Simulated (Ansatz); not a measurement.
Basis sets compared for the cluster Ti2Te3. Total charge 0; singlet. Geometry PBE-D4/def2-SVP. Ansatz on 4 threads of Intel Xeon 6975P-C on a shared host; times are rough, and most runs start from earlier orbitals.

```tsv
atom	x (Å)	y (Å)	z (Å)
Ti1	-0.849	-0.301	0.533
Ti2	-0.145	-0.495	-1.769
Te3	-0.150	1.567	2.149
Te4	0.470	-2.472	-0.125
Te5	0.674	1.701	-0.789
```

In the def2 sets Te takes a core potential; there is no spin–orbit coupling. The restricted singlet is unstable towards broken spin symmetry in Hartree–Fock (as tested in another run); at PBE-D4/def2-SVP, PBE-D4/def2-TZVP, PBE0-D4/def2-SVP, PBE0-D4/def2-TZVP this wasn't settled. No other spin state of charge 0 was run. Another isomer (singlet) lies 2.30 eV lower at PBE0-D4/def2-TZVP; other spin states weren't run for this one.

Binding counts from free atoms (Ti triplet, Te triplet) in the same basis, without a counterpoise term.

```csv
level,functions,energy (Eh),HOMO (eV),LUMO (eV),binding per atom (eV),wall time
PBE-D4/def2-SVP,140,-2502.4557,-4.17,-3.90,3.17,1.4 s
PBE0-D4/def2-SVP,140,-2502.4921,-5.11,-3.25,2.55,3.2 s
```

Estimate the rows for PBE-D4/def2-TZVP (with forces), PBE0-D4/def2-TZVP.


```tsv
level	functions	energy (Eh)	HOMO (eV)	LUMO (eV)	binding per atom (eV)	wall time
PBE-D4/def2-TZVP (with forces)	240	-2502.7094	-4.26	-4.01	–	3.1 s
PBE0-D4/def2-TZVP	240	-2502.7421	-5.18	-3.34	2.57	9 s
```
